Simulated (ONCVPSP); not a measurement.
**An all-electron radial function and its pseudo partner (Ni (Z = 28))**

Columns: radius, all-electron u(r) and pseudo u(r) of the 3p shell (level -71.39 eV) of nickel in the configuration [Ne] 3s2 3p6 3d8 4s2; PBE, scalar-relativistic, ONCV scheme, ONCVPSP 4.0.1.

```
r (bohr)  all-electron  pseudo
   0.075       -0.4835  0.0466
   0.150       -0.6193  0.1774
   0.225       -0.2927  0.3694
   0.300        0.1834  0.5904
   0.375        0.6154  0.8062
   0.450        0.9314  0.9882
   0.525        1.1226  1.1169
   0.600        1.2095  1.1858
   0.675        1.2183  1.1974
   0.750        1.1749  1.1623
   0.825        1.0997  1.0940
   0.900        1.0075  1.0056
   0.975        0.9085  0.9082
   1.050        0.8095  0.8095
   1.125        0.7148  0.7148
   1.200        0.6266  0.6266
   1.275        0.5461  0.5461
   1.350        0.4738  0.4738
   1.425        0.4095  0.4095
   1.500        0.3529  0.3529
   1.575        0.3033  0.3033
   1.650        0.2602  0.2602
   1.725        0.2227  0.2227
   1.800        0.1904  0.1904
   1.875        0.1625  0.1625
   1.950        0.1386  0.1386
```

Q: How many radial nodes do the two functions have?

A: The all-electron 3p function has n − l − 1 = 1; the pseudo-wave has 0, since the states of the same l below it are removed with the core.

Q: At about which radius was the pseudo-wave matched?

A: 1.10 bohr. The columns agree to 0.0005 from 0.97 bohr on; several derivatives are matched, so the curves merge somewhat inside the radius.

Q: Where does each function peak?

A: Outermost all-electron maximum near 0.68 bohr, pseudo maximum near 0.68 bohr (to the table’s step).

Q: Is the pseudo-wave norm-conserving?

A: Yes: the ONCV scheme keeps the norm inside the radius equal to the all-electron one, which fixes the energy derivative of the logarithmic derivative at the level.
